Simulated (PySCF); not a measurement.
# Ag₂Cl₂: fields on a plane

Level of theory: PBE0 in PySCF with Ag def2-TZVP with ECP28, Cl def2-TZVP; scalar-relativistic core potentials, no spin–orbit coupling; density-fitted integrals.

The singlet minimum has Ag–Cl 2.494 Å (×4); Ag–Cl–Ag 69.2° (×2), Cl–Ag–Cl 110.8° (×2).

The plane holds Ag1 at (0.00, 0.00), Ag2 at (2.83, 0.00), Cl3 at (1.42, 2.05), Cl4 at (1.42, -2.05) Å. Columns run from x = -1.95 to 5.25 Å, rows from y = 4.35 (top) to -4.05 Å, in steps of 0.3 Å. Other isomers or separated fragments may lie lower. Core electrons replaced by a potential are absent, the electrostatic potential uses the reduced nuclear charge, and values within about 0.7 Å of such atoms have no physical meaning.

Give the electron density (e/Å³) (cut at 5 e/Å³). Lower edges of the bins (e/Å³): '_' 0.000, '.' 0.030, ':' 0.076, '-' 0.151, '=' 0.268, '+' 0.455, '*' 0.750, '#' 1.218, '%' 1.960, '@' 3.136; top 5.00, each point printed twice.


```
__________________________________________________
__________________________________________________
______________________..__________________________
________________....::::::....____________________
______________..::--======--::..__________________
______________..--==******++==::..________________
____________..::==**##%%%%##++--..________________
____________..--++##@@@@@@##**==::..______________
__________....--++##@@@@@@%%**==::..______________
__________..::--++**%%@@%%##**==::....____________
________..::::--==++**####**++----::....__________
______..::==========++++++==========--::..________
____..::==**%%%%**++========**##%%##++--..________
____..==**@@@@@@@@**==----++%%@@@@@@%%++::..______
____::==%%@@@@@@@@%%++--==**@@@@**@@@@**--..______
____::==%%@@@@@@@@%%++--==**@@@@**@@@@**--..______
____..==**@@@@@@@@**==----++%%@@@@@@%%++::..______
____..::==**%%%%**++========**##%%##++--..________
______..::==========++++++==========--::..________
________..::::--==++**####**++----::....__________
__________..::--++**%%@@%%##**==::....____________
__________....--++##@@@@@@%%**==::..______________
____________..--++##@@@@@@##**==::..______________
____________..::==**##%%%%##++--..________________
______________..--==******++==::..________________
______________..::--======--::..__________________
________________....::::::....____________________
______________________..__________________________
__________________________________________________
```

Give the electron localisation function (set to 0 where the density is under 0.005 e/Å³). Lower edges of the bins: '_' 0.000, '.' 0.088, ':' 0.175, '-' 0.263, '=' 0.350, '+' 0.438, '*' 0.526, '#' 0.613, '%' 0.701, '@' 0.788; top 0.88, each point printed twice.


```
__________________________________________________
__________________..........______________________
________________..--======--::..__________________
____________..::==++######**++--..________________
____________::==**%%@@@@@@%%##++::..______________
__________..--++%%@@@@@@@@@@%%##==..______________
__________..==##@@@@##::==@@@@%%++::______________
__________..==##@@@@..@@**==@@%%**::______________
__________..==##@@%%..**@@--@@%%++::______________
____________..++%%@@--....%%@@##--..______________
__________......==%%@@%%@@@@##::......____________
______....::::....::**%%##==......::....__________
______..::==++++--....--::..::++**++--::..________
____..::==%%@@@@##==......::**@@@@%%**--..________
____..::**@@____@@**::....==%%**__##%%==..________
____..::**@@____@@**::....==%%**__##%%==..________
____..::==%%@@@@##==......::**@@@@%%**--..________
______..::==++++--....--::..::++**++--::..________
______....::::....::**%%##==......::....__________
__________......==%%@@%%@@@@##::......____________
____________..++%%@@--....%%@@##--..______________
__________..==##@@%%..**@@--@@%%++::______________
__________..==##@@@@..@@**==@@%%**::______________
__________..==##@@@@##::==@@@@%%++::______________
__________..--++%%@@@@@@@@@@%%##==..______________
____________::==**%%@@@@@@%%##++::..______________
____________..::==++######**++--..________________
________________..--======--::..__________________
__________________..........______________________
```
